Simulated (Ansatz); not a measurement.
B2FH5Si can be A, `FBB[SiH3]`, or B, `BB[SiH2]F`.

Calculated with Ansatz (gas phase, PBE0-D4/def2-TZVP geometries, no zero-point term in ΔE). CCSD(T)/CBS adds triple-zeta CCSD(T) − MP2 to the extrapolated MP2 energy (def2 sets, frozen cores). DFT in def2-TZVPP. Each species was taken in one conformer, which may not be the lowest.

A:

Z-matrix (Å, degrees):
```
Si
B 1 2.013
H 1 1.487 2 114.7
H 1 1.493 2 104.9 3 118.4
H 1 1.489 2 112.1 3 -124.4
B 2 1.663 1 123.3 3 -10.9
H 2 1.199 1 115.5 3 166.3
F 6 1.328 2 124.3 1 -88.2
H 6 1.210 2 119.5 1 89.9
```

B:

Z-matrix (Å, degrees):
```
Si
B 1 2.005
F 1 1.608 2 113.3
H 1 1.489 2 109.9 3 119.8
H 1 1.489 2 109.9 3 -119.8
B 2 1.612 1 122.6 3 -0.0
H 2 1.201 1 113.1 3 180.0
H 6 1.200 2 121.8 1 -88.5
H 6 1.200 2 121.8 1 88.6
```

Q: Which is lower in electronic energy at CCSD(T)/CBS, and by how much? (An estimate is asked.)

A: Computed: B, by 2.1 kcal/mol.

Q: Give E(B) − E(A) in kcal/mol with CCSD(T)/def2-SVP, r2SCAN-D4, BLYP-D4, PBE0-D4, PBE-D4, ωB97M-V, MP2/def2-TZVPP. (Best estimate.)

A: The calculation gave: CCSD(T)/def2-SVP 6.3, r2SCAN-D4 -2.7, BLYP-D4 -1.9, PBE0-D4 -1.0, PBE-D4 -0.9, ωB97M-V -1.9, MP2/def2-TZVPP -1.7. The order is the other way round with CCSD(T)/def2-SVP.

Q: Does the order hold for the free energy at 298.15 K (harmonic terms from PBE0-D4)? (Estimate.)

A: Computed: Yes: G(B) − G(A) = -1.5 kcal/mol, for one conformer each. Modes under 60 cm⁻¹, often nearly free rotors, make the harmonic entropy too high.

Largest T1 diagnostic: 0.014.

At CCSD(T), def2-SVP lies +8.4 kcal/mol from the extrapolated value and def2-TZVPP +1.3 kcal/mol. Leaving LDA and LC-ωPBE aside and taking each functional with its dispersion term where it has one, the values, not all of them listed here, spread over 2.0 kcal/mol, from B97M-V to PBE-D4.
